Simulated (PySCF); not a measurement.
C2H6N2Si2.
Atom-mapped SMILES: `[CH:1]#[C:2][SiH:3]1[NH:4][SiH2:5][NH:6]1` (hydrogens: H7 on C1; H8 on Si3; H9 on N4; H10, H11 on Si5; H12 on N6)

Structure used (PBE0-D3(BJ)/def2-SVP), in Å, numbered top down from 1:
```
atom  x, y, z in Å
C1     3.1200   -0.3995   -0.3171
C2     1.9854    0.0427   -0.3351
Si3    0.2770    0.7250   -0.3722
N4    -0.9330   -0.3432   -1.0225
Si5   -1.7970   -0.4602    0.4920
N6    -0.5898    0.6285    1.1336
H7     4.1207   -0.7950   -0.2993
H8     0.3865    2.0734   -0.9986
H9    -1.0687   -0.7528   -1.9339
H10   -3.1989    0.0644    0.4763
H11   -1.8462   -1.8199    1.1162
H12   -0.4160    1.0089    2.0512
```

Level of theory: PySCF 2.14.0, PBE0-D3(BJ)/def2-SVP geometry optimisation, gas phase.

Take the most abundant isotopes and a rigid rotor. 

Question: Give the principal moments of inertia and the rotational constants in MHz.

Answer: Ia = 86.04, Ib = 351.66, Ic = 365.15 u·Å²; 505379 MHz·u·Å²/I gives A = 5874, B = 1437, C = 1384 MHz.

Question: Classify the top.

Answer: A near-prolate asymmetric top; Ray's κ = -0.976.

Question: Is it planar, by Δ = Ic − Ia − Ib?

Answer: Not planar: Δ = Ic − Ia − Ib = -72.55 u·Å². For a rigid frame Δ = −2 Σ m c², so Σ m c² = 36.27 u·Å² lies off the ab plane: 9.99 from hydrogen and 26.29 from heavier atoms. The atom farthest from that plane is 2.17 Å away.

Question: Give the other two planar moments, Paa and Pbb, and the rms extents of the mass along the axes.

Answer: Paa = Σ m a² = (Ib + Ic − Ia)/2 = 315.39 and Pbb = Σ m b² = (Ia + Ic − Ib)/2 = 49.77 u·Å². With the mass M = 114.01 u, the rms extents √(P/M) along a, b and c are 1.66, 0.66, 0.56 Å.

Question: Where do the levels up to J = 4 lie, in MHz?

Answer: Above 0(0,0):
J = 1: 1(0,1) 2821, 1(1,1) 7258, 1(1,0) 7311
J = 2: 2(0,2) 8463, 2(1,2) 12847, 2(1,1) 13006, 2(2,1) 26316, 2(2,0) 26317
J = 3: 3(0,3) 16924, 3(1,3) 21230, 3(1,2) 21549, 3(2,2) 34779, 3(2,1) 34782, 3(3,1) 57096, 3(3,0) 57096
J = 4: 4(0,4) 28204, 4(1,4) 32408, 4(1,3) 32939, 4(2,3) 46064, 4(2,2) 46071, 4(3,2) 68381, 4(3,1) 68381, 4(4,1) 99622, 4(4,0) 99622
The levels of one J sum to (2J + 1)J(J + 1)(A + B + C)/3.

Question: Predict some low-J microwave lines.

Answer: The dipole components are |μa| = 0.34 D, |μb| = 0.00 D, |μc| = 0.33 D; the mirror of this Cs structure is the ac plane, so μb vanishes by symmetry and there are no b-type lines. Intensities carry the squares of the components, which stand as 1.00 : 0.94 (a : c). Some lines, for components of 0.1 D or more:

```json
{"type": "a", "branch": "R", "J(Ka,Kc)": "1(0,1) ← 0(0,0)", "MHz": "2821", "lower level (cm⁻¹)": "0.000"}
{"type": "c", "branch": "Q", "J(Ka,Kc)": "2(1,2) ← 2(0,2)", "MHz": "4384", "lower level (cm⁻¹)": "0.282"}
{"type": "c", "branch": "Q", "J(Ka,Kc)": "1(1,1) ← 1(0,1)", "MHz": "4437", "lower level (cm⁻¹)": "0.094"}
{"type": "a", "branch": "R", "J(Ka,Kc)": "2(1,2) ← 1(1,1)", "MHz": "5589", "lower level (cm⁻¹)": "0.242"}
{"type": "a", "branch": "R", "J(Ka,Kc)": "2(0,2) ← 1(0,1)", "MHz": "5642", "lower level (cm⁻¹)": "0.094"}
{"type": "a", "branch": "R", "J(Ka,Kc)": "2(1,1) ← 1(1,0)", "MHz": "5695", "lower level (cm⁻¹)": "0.244"}
{"type": "c", "branch": "R", "J(Ka,Kc)": "1(1,0) ← 0(0,0)", "MHz": "7311", "lower level (cm⁻¹)": "0.000"}
{"type": "c", "branch": "R", "J(Ka,Kc)": "2(1,1) ← 1(0,1)", "MHz": "10185", "lower level (cm⁻¹)": "0.094"}
{"type": "c", "branch": "Q", "J(Ka,Kc)": "2(2,1) ← 2(1,1)", "MHz": "13310", "lower level (cm⁻¹)": "0.434"}
{"type": "c", "branch": "R", "J(Ka,Kc)": "2(2,0) ← 1(1,0)", "MHz": "19006", "lower level (cm⁻¹)": "0.244"}
{"type": "c", "branch": "R", "J(Ka,Kc)": "2(2,1) ← 1(1,1)", "MHz": "19058", "lower level (cm⁻¹)": "0.242"}
```

PBE0-D3(BJ)/def2-SVP frequencies: not computed here. No vibrational averaging or centrifugal distortion is included, and the geometry carries the error of its method. Quadrupole hyperfine structure (14N) is left out.
